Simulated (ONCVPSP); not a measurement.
## Potentials for N (Z = 7) compared

Generated with ld1.x 7.5 (TM, RRKJ, ultrasoft, PAW), atompaw 4.2 or ONCVPSP 4.0.1. The cutoff is in Ry: for ld1.x and atompaw files where the sum of valence levels is converged to 10 mRy in a Bessel basis, for ONCV files where the hardest occupied wave has 1 mHa per electron of residual kinetic energy. The error is the largest all-electron minus pseudo excitation energy over each file’s own four to seven test configurations (ionisations up to +4, promotions, holes and added fractions of an electron), all of which were solved. The labels leave out finer settings (local radius, basis sizes, second energies), which also bear on the numbers. Spin-polarised tests are not counted. The rows are a selection from randomly drawn settings: files with unsolved tests, undetermined cutoffs or missed reference levels are left out.

| potential | cutoff (Ry) | largest error (meV) | bound ghosts |
| --- | --- | --- | --- |
| ONCV, PBEsol, scalar-relativistic, rc 0.85/1.20 (sp), local smoothed, core correction yes, reference 2s2 2p2.5, qcut 6.8/6.9, projectors 1/2 | 198 | +42 | none |
| ONCV, LDA (Perdew-Wang 92), scalar-relativistic, rc 0.95/2.60 (sp), local s, core correction no, reference 2s2 2p3, qcut 5.9/4.2, projectors 0/1 | 205 | +6694 | none |
| ONCV, PBE, scalar-relativistic, rc 0.80/1.70 (sp), local smoothed, core correction no, reference 2s1 2p4, qcut 8.5/9.2, projectors 2/2 | 59 | +313 | none |
| ONCV, LDA (Perdew-Wang 92), scalar-relativistic, rc 0.80/1.55 (sp), local smoothed, core correction yes, reference 2s1 2p4, qcut 6.7/8.8, projectors 2/3 | 108 | +224 | none |
| ONCV, PBE, non-relativistic, rc 1.10/1.20/0.90 (spd), local smoothed, core correction yes, reference 2s2 2p2, qcut 7.5/7.4/11.6, projectors 3/1/2 | 86 | +778 | none |
| ONCV, PBE, scalar-relativistic, rc 0.80/2.55/2.25 (spd), local s, core correction no, reference 2s2 2p3, qcut 10.2/6.6/4.8, projectors 0/3/2 | 62 | +3265 | none |

(1) Fill in the row for N: ONCV, PBE, non-relativistic, rc 1.05/1.35/1.05 (spd), local smoothed, core correction yes, reference 2s2 2p3, qcut 6/12.3/9.4, projectors 1/3/2.

(2) Fill in the row for N: ONCV, PW91, fully relativistic, rc 0.80/2.25/2.05 (spd), local s, core correction yes, reference 2s2 2p3, qcut 9/6.2/4.5, projectors 0/1/2.

(3) Fill in the row for N: ONCV, LDA (Perdew-Wang 92), scalar-relativistic, rc 0.95/2.10/2.30 (spd), local smoothed, core correction no, reference 2s2 2p3, qcut 8.2/5.8/4, projectors 2/2/2.

Answers

(1) cutoff 80 Ry, largest error +493 meV, bound ghosts: none.

(2) cutoff 60 Ry, largest error +2691 meV, bound ghosts: none.

(3) cutoff 58 Ry, largest error +2465 meV, bound ghosts: none.
